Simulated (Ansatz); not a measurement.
Computed with Ansatz on PBE0-D4/def2-TZVP structures; ΔE is electronic, products minus reactants. CBS: MP2 limit from def2 TZ/QZ plus the TZ coupled-cluster correction, frozen cores. This one scheme is used for every species, atoms too. DFT in def2-TZVPP. B3LYP here is the variant with VWN-RPA as its local correlation; programs differ in this. No spin–orbit coupling; open shells (•) take unrestricted orbitals. Spin–orbit coupling would lower the free atoms: a little for C, O; strongly for Sn. Elements past krypton have def2 core potentials. Bonds to Sn are less sure, by a few kJ/mol each and by 10 to 20 or more in all where they break to atoms, as the def2 sets lack core-valence functions. One conformer a species, not always the lowest.

`C=[N][SnH]([CH3])[OH]` → 2 C• + 7 H• + N• + O• + Sn•  (atomization)

| level | ΔE (eV) | difference from CCSD(T)/CBS |
| --- | --- | --- |
| PBE-D4 | 44.75 | 0.66 |
| r2SCAN-D4 | 43.71 | -0.38 |
| PBE0-D4 | 43.65 | -0.44 |
| B3LYP-D4 | 43.80 | -0.29 |
| ωB97X-V | 43.99 | -0.10 |
| ωB97M-V | 43.88 | -0.21 |
| B2PLYP | 43.33 | -0.76 |
| PBE | 44.50 | 0.41 |
| r2SCAN | 43.64 | -0.45 |
| PBE0 | 43.44 | -0.65 |
| B3LYP | 43.40 | -0.69 |
| HF/def2-TZVPP | 30.12 | -13.97 |
| MP2/def2-TZVPP | 43.24 | -0.85 |
| SCS-MP2/def2-TZVPP | 43.19 | -0.90 |
| CCSD/def2-TZVPP | 41.95 | -2.14 |
| CCSD(T)/def2-TZVPP | 42.75 | -1.34 |
| HF/def2-QZVPP | 30.22 | -13.87 |
| MP2/def2-QZVPP | 44.04 | -0.05 |
| SCS-MP2/def2-QZVPP | 44.10 | 0.01 |
| HF/CBS(def2) | 30.24 | -13.85 |
| MP2/CBS(def2) | 44.58 | 0.49 |
| CCSD/CBS(def2) | 43.29 | -0.80 |
| CCSD(T)/CBS | 44.09 | 0 |

Largest T1 diagnostic among the species: 0.014.

From PBE to PBE0 (25 % exact exchange), in def2-TZVPP and without D4, ΔE moves by −1.06 eV: exact exchange takes away binding that semilocal exchange gives to molecules. The D4 term adds +0.40 eV with B3LYP and +0.21 eV with PBE0; it sums over pairs of atoms, weighted by their polarisabilities, and B3LYP, whose exchange is more repulsive, gets the larger term. In def2-TZVPP, CCSD(T) changes the Hartree–Fock value by +12.62 eV (the triples alone add +0.80 eV) and MP2 by +13.11 eV; breaking electron pairs costs correlation energy, which Hartree–Fock lacks.

For atomizations the MP2-based limit and the directly extrapolated one differ by several kJ/mol either way, and by 10 to 25 for some Ge, Se and Sn compounds, so smaller differences from it don't rank the levels.
